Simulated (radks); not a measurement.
Results of a calculation; reference values are marked as such.
Problem. Species: I. Configuration: [Kr] 4d10 5s2 5p5 (the NIST ground configuration). Level of theory: scalar-relativistic Kohn-Sham, PBE, spin-polarised, spherical densities, point nucleus; open shells are filled with parallel spins first (spin-orbit coupling, left out, can overturn this in heavy ions) (a radial shooting solver on a logarithmic mesh with Libxc functionals). Some entries of the table are withheld. Estimate them.

orbital,occ.,eigenvalue (hartree),<r> (bohr)
1s up,1,-1212.179,0.02722
1s down,1,-1212.178,0.02722
2s up,1,-187.2840,0.1172
2s down,1,-187.2835,0.1172
2p up,3,-168.0894,0.1025
2p down,3,-168.0885,0.1025
3s up,1,-37.79952,0.3141
3s down,1,-37.79857,0.3141
3p up,3,-31.58021,0.3121
3p down,3,-31.57912,0.3121
3d up,5,-22.26854,0.2886
3d down,5,-22.26749,0.2886
4s up,1,-6.63707,0.7400
4s down,1,-6.63479,0.7400
4p up,3,(1),0.7921
4p down,3,(2),0.7919
4d up,5,-1.84875,0.9220
4d down,5,-1.84507,0.9206
5s up,1,-0.65012,(3)
5s down,1,-0.62745,(4)
5p up,3,-0.27096,2.465
5p down,2,-0.24800,2.488

Solution. 
(1) 4p up eigenvalue (hartree): -4.68845
(2) 4p down eigenvalue (hartree): -4.68612
(3) 5s up <r> (bohr): 1.967
(4) 5s down <r> (bohr): 1.965
